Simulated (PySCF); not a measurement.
PySCF input (HF/def2-TZVPD):

```python
from pyscf import gto, scf, dft

mol = gto.M(
    atom='''
    C     2.36726410   -0.01508546    0.07411713
    O     1.15011444   -0.50666394    0.45392037
    C     0.04644156    0.07850943   -0.06667143
    O     0.03739290    0.98480164   -0.85371125
    O    -1.01116999   -0.53815290    0.45513095
    C    -2.28318976   -0.04255261    0.00643408
    H     3.19587160   -0.58573581    0.45268988
    H     2.40425846    0.73608046   -0.69597660
    H    -3.02421487   -0.64554856    0.52240194
    H    -2.37615861   -0.15890181   -1.07238897
    H    -2.39355088    1.00899937    0.26727459
    ''',
    basis='def2-tzvpd',
    charge=0,
    spin=1,
    verbose=4,
)

mf = scf.UHF(mol).density_fit(auxbasis='def2-universal-jkfit')
mf.conv_tol = 1e-9
mf.max_cycle = 100
mf.max_memory = 1500
mf.kernel()
if not mf.converged:
    mf = mf.newton()
    mf.kernel(mf.make_rdm1())
for _ in range(2):
    mo, _, stable, _ = mf.stability(return_status=True)
    if stable:
        break
    mf.kernel(mf.make_rdm1(mo, mf.mo_occ))
mf.analyze()
```

End of the output:

```
Extra cycle  E= -341.210288995272  delta_E= -7.45e-11  |g|= 6.98e-06  |ddm|= 8.94e-06
converged SCF energy = -341.210288995272  <S^2> = 0.76266475  2S+1 = 2.0126249
uhf_internal: lowest eigs of H = [0.2608811  0.4581468  0.47285926]
<class 'pyscf.df.df_jk.DFUHF'> wavefunction is stable in the internal stability analysis
**** SCF Summaries ****
Total Energy =                        -341.210288995271867
Nuclear Repulsion Energy =             242.685149113387411
One-electron Energy =                 -948.339084429876266
Two-electron Energy =                  364.443646321216988
Two-electron Coulomb Energy =          406.570839793265861
DFT Exchange-Correlation Energy =      -42.127193472048873
HOMO-LUMO gap [eV] =                    11.365633041021042
**** MO energy ****
                             alpha | beta                alpha | beta
MO #1   energy= -20.6291910530151  | -20.6259561412473  occ= 1 | 1
MO #2   energy= -20.6196449615544  | -20.6193308662447  occ= 1 | 1
MO #3   energy= -20.5551687821271  | -20.5552038713945  occ= 1 | 1
MO #4   energy= -11.4408015375345  | -11.4405540740626  occ= 1 | 1
MO #5   energy= -11.2962559121522  | -11.296301358587   occ= 1 | 1
MO #6   energy= -11.2935328569801  | -11.2687096371286  occ= 1 | 1
MO #7   energy= -1.52257595169489  | -1.51746334595334  occ= 1 | 1
MO #8   energy= -1.42266699035041  | -1.41513225669402  occ= 1 | 1
MO #9   energy= -1.38067835199186  | -1.37943733099089  occ= 1 | 1
MO #10  energy= -1.02151846894809  | -1.0060526138818   occ= 1 | 1
MO #11  energy= -0.942422291351242 | -0.904326684287685 occ= 1 | 1
MO #12  energy= -0.80079391799903  | -0.781873233156698 occ= 1 | 1
MO #13  energy= -0.768152467541452 | -0.761444317966752 occ= 1 | 1
MO #14  energy= -0.718393981719072 | -0.707983632614815 occ= 1 | 1
MO #15  energy= -0.712320171822627 | -0.703846046737839 occ= 1 | 1
MO #16  energy= -0.65176310900939  | -0.645419614087306 occ= 1 | 1
MO #17  energy= -0.641614861671483 | -0.615725672690923 occ= 1 | 1
MO #18  energy= -0.617195157619712 | -0.612546784028318 occ= 1 | 1
MO #19  energy= -0.562043439234194 | -0.556985630044306 occ= 1 | 1
MO #20  energy= -0.545279886351118 | -0.543060894300999 occ= 1 | 1
MO #21  energy= -0.542644414326291 | -0.517474886712876 occ= 1 | 1
MO #22  energy= -0.485624493485363 | -0.48543779071814  occ= 1 | 1
MO #23  energy= -0.483846918786479 | -0.481382147283414 occ= 1 | 1
MO #24  energy= -0.356018541906941 | 0.0616607719165978 occ= 1 | 0
MO #25  energy= 0.0611032542658606 | 0.0777206444016307 occ= 0 | 0
MO #26  energy= 0.0760493603412243 | 0.0920440997837988 occ= 0 | 0
MO #27  energy= 0.0914230504059392 | 0.0924589913129504 occ= 0 | 0
MO #28  energy= 0.101506024157262  | 0.102629512756121  occ= 0 | 0
MO #29  energy= 0.108893023479715  | 0.117494217324562  occ= 0 | 0
MO #30  energy= 0.117233979192679  | 0.1177839575031    occ= 0 | 0
MO #31  energy= 0.137017630445923  | 0.137598448689403  occ= 0 | 0
MO #32  energy= 0.143103812030477  | 0.14550005618636   occ= 0 | 0
MO #33  energy= 0.145215471013653  | 0.157970214642008  occ= 0 | 0
MO #34  energy= 0.157080511108059  | 0.168244321523372  occ= 0 | 0
MO #35  energy= 0.167921587083713  | 0.169101595386373  occ= 0 | 0
MO #36  energy= 0.185928689157312  | 0.188802691020373  occ= 0 | 0
MO #37  energy= 0.190634143589042  | 0.195008743973343  occ= 0 | 0
MO #38  energy= 0.212918740595153  | 0.219114256709796  occ= 0 | 0
MO #39  energy= 0.218440387549637  | 0.221655513548578  occ= 0 | 0
MO #40  energy= 0.22242923673434   | 0.226067832417684  occ= 0 | 0
MO #41  energy= 0.236070162263579  | 0.238162742217233  occ= 0 | 0
MO #42  energy= 0.237675676851228  | 0.247675263436948  occ= 0 | 0
MO #43  energy= 0.24233021925717   | 0.249400718942311  occ= 0 | 0
MO #44  energy= 0.277820185337822  | 0.279247424394906  occ= 0 | 0
MO #45  energy= 0.287513874160721  | 0.290340951511023  occ= 0 | 0
MO #46  energy= 0.290113639684673  | 0.295514394182523  occ= 0 | 0
MO #47  energy= 0.296753126315335  | 0.306908474801324  occ= 0 | 0
MO #48  energy= 0.305244821065187  | 0.31021823423971   occ= 0 | 0
MO #49  energy= 0.309641808966995  | 0.317168224522306  occ= 0 | 0
MO #50  energy= 0.313338994714626  | 0.322564070520074  occ= 0 | 0
MO #51  energy= 0.332744412852248  | 0.332883801959614  occ= 0 | 0
MO #52  energy= 0.340431051832183  | 0.342176851526795  occ= 0 | 0
MO #53  energy= 0.346788834895301  | 0.350073606879988  occ= 0 | 0
MO #54  energy= 0.382148244315867  | 0.383900535092726  occ= 0 | 0
MO #55  energy= 0.383833735374878  | 0.38424133957461   occ= 0 | 0
MO #56  energy= 0.386054459175615  | 0.390508698239829  occ= 0 | 0
MO #57  energy= 0.400938221160142  | 0.404922862763966  occ= 0 | 0
MO #58  energy= 0.402559130589415  | 0.405470835117083  occ= 0 | 0
MO #59  energy= 0.405205225068167  | 0.407678393121173  occ= 0 | 0
MO #60  energy= 0.405989632087592  | 0.410580295758471  occ= 0 | 0
MO #61  energy= 0.408631692690541  | 0.411793228481996  occ= 0 | 0
MO #62  energy= 0.410691267179505  | 0.413796224092809  occ= 0 | 0
MO #63  energy= 0.418887313486886  | 0.421858122633774  occ= 0 | 0
MO #64  energy= 0.433345171907199  | 0.436970327884625  occ= 0 | 0
MO #65  energy= 0.437672606328051  | 0.440536874712641  occ= 0 | 0
MO #66  energy= 0.440905437936687  | 0.447998670942017  occ= 0 | 0
MO #67  energy= 0.45027107527404   | 0.4544414098815    occ= 0 | 0
MO #68  energy= 0.460450466330921  | 0.463707832703389  occ= 0 | 0
MO #69  energy= 0.463130478991223  | 0.468151412941125  occ= 0 | 0
MO #70  energy= 0.471989718875828  | 0.477428020063346  occ= 0 | 0
MO #71  energy= 0.482349431934422  | 0.496256007375542  occ= 0 | 0
MO #72  energy= 0.495120656371082  | 0.505827911003769  occ= 0 | 0
MO #73  energy= 0.504931868166982  | 0.509036214805923  occ= 0 | 0
MO #74  energy= 0.51373956780564   | 0.516137964837335  occ= 0 | 0
MO #75  energy= 0.516418355615429  | 0.518961815195247  occ= 0 | 0
MO #76  energy= 0.524117387662911  | 0.529430502182549  occ= 0 | 0
MO #77  energy= 0.538173647093428  | 0.541531207696889  occ= 0 | 0
MO #78  energy= 0.547501337086628  | 0.551975574267447  occ= 0 | 0
MO #79  energy= 0.56440834297933   | 0.566450605205576  occ= 0 | 0
MO #80  energy= 0.582106686489554  | 0.587358289114699  occ= 0 | 0
MO #81  energy= 0.589452158490235  | 0.594569570812395  occ= 0 | 0
MO #82  energy= 0.606603013850629  | 0.618339080374962  occ= 0 | 0
MO #83  energy= 0.615880219729777  | 0.629980601253479  occ= 0 | 0
MO #84  energy= 0.629382049250676  | 0.63478968507889   occ= 0 | 0
MO #85  energy= 0.637469570009346  | 0.640932764210486  occ= 0 | 0
MO #86  energy= 0.655701126773942  | 0.656806858292207  occ= 0 | 0
MO #87  energy= 0.662825880109078  | 0.663553794768924  occ= 0 | 0
MO #88  energy= 0.681280864102915  | 0.683343199930389  occ= 0 | 0
MO #89  energy= 0.685210978946122  | 0.687910800331459  occ= 0 | 0
MO #90  energy= 0.690573449548153  | 0.692258691928414  occ= 0 | 0
MO #91  energy= 0.710447737950299  | 0.711280073386714  occ= 0 | 0
MO #92  energy= 0.726095877534314  | 0.72946615528942   occ= 0 | 0
MO #93  energy= 0.745821565226917  | 0.74661861565387   occ= 0 | 0
MO #94  energy= 0.778665433393999  | 0.782330664809131  occ= 0 | 0
MO #95  energy= 0.78084274807488   | 0.785407479486871  occ= 0 | 0
MO #96  energy= 0.790606114258387  | 0.793879347309007  occ= 0 | 0
MO #97  energy= 0.795439268209031  | 0.798677456311446  occ= 0 | 0
MO #98  energy= 0.828633499468056  | 0.831815335142883  occ= 0 | 0
MO #99  energy= 0.839283946335779  | 0.839740427706476  occ= 0 | 0
MO #100 energy= 0.862499882987576  | 0.864356721819507  occ= 0 | 0
MO #101 energy= 0.865735482677223  | 0.867677297997664  occ= 0 | 0
MO #102 energy= 0.881833979761148  | 0.888456888158906  occ= 0 | 0
MO #103 energy= 0.88472044184261   | 0.894842831577566  occ= 0 | 0
MO #104 energy= 0.904528540513348  | 0.912989368445715  occ= 0 | 0
[...]
```

It need not be the lowest isomer of its formula.
